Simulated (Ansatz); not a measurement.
Cartesian coordinates in Å:
```
N 2.692 0.698 0.895
C 1.661 0.513 0.419
Ge -0.032 0.238 -0.409
C -1.374 0.797 0.822
N -2.196 1.154 1.542
C -0.243 -1.636 -0.678
N -0.374 -2.762 -0.872
H -0.134 0.998 -1.720
```

The species carries charge 0 and has multiplicity 1.

**Question.** List the r2SCAN/def2-TZVPP orbital energies in eV (Ansatz). (Estimate.)

**Answer.** Ansatz gave: Occupied: -10837.49, -1352.52, -1202.58, -1202.58, -1202.56, -386.75, -386.75, -386.75, -275.09, -275.09, -275.09, -170.73, -120.44, -120.44, -120.37, -33.74, -33.74, -33.67, -33.63, -33.63, -24.97, -24.90, -24.90, -18.58, -14.16, -14.16, -12.27, -10.37, -10.31, -10.31, -10.05, -10.05, -9.85, -9.75, -9.73, -9.73. Lowest empty: -2.85, -2.77, -2.77, -1.65, -1.65, -1.09, -0.36, 1.87.
